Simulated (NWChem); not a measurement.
Molecule: C3H5FO; SMILES FC1COC1

```xyz
10

F      0.2724     1.7113     0.0000
C     -0.4442     0.5519     0.0000
C     -0.0112    -0.4943     1.0252
O      0.2103    -1.4593     0.0000
C     -0.0112    -0.4943    -1.0252
H     -1.5165     0.8044     0.0000
H     -0.7626    -0.8229     1.7629
H      0.9151    -0.1998     1.5518
H      0.9151    -0.1998    -1.5518
H     -0.7626    -0.8229    -1.7629
```
Atoms are numbered in this order, from 1.

Level: PBE0/def2-SVP (NWChem), optimised geometry, unscaled harmonic frequencies. 

Question: List the harmonic frequencies with IR intensities, and the thermochemistry.

Answer: 
| frequency (cm⁻¹) | IR intensity (km/mol) |
|---|---|
| 88 | 9.6 |
| 385 | 9.1 |
| 442 | 2.8 |
| 724 | 5.4 |
| 875 | 0.0 |
| 917 | 25.6 |
| 1032 | 5.3 |
| 1052 | 0.3 |
| 1104 | 119.3 |
| 1135 | 22.3 |
| 1162 | 0.0 |
| 1172 | 19.1 |
| 1230 | 64.3 |
| 1275 | 0.0 |
| 1308 | 3.9 |
| 1347 | 6.0 |
| 1433 | 27.4 |
| 1477 | 0.1 |
| 1509 | 7.5 |
| 3040 | 81.1 |
| 3052 | 5.7 |
| 3103 | 7.7 |
| 3113 | 8.3 |
| 3121 | 66.0 |

* **zero-point energy**: 50.1 kcal/mol
* **thermal correction to the enthalpy at 298.15 K (with zero-point energy)**: 53.6 kcal/mol
* **heat capacity Cv**: 15.1 cal/(mol K)
* **entropy at 298.15 K and 1 atm (symmetry number 1)**: 70.5 cal/(mol K)
* **dipole moment**: 1.27 D

Rigid rotor and harmonic oscillator; modes under 100 cm⁻¹ make the entropy uncertain.
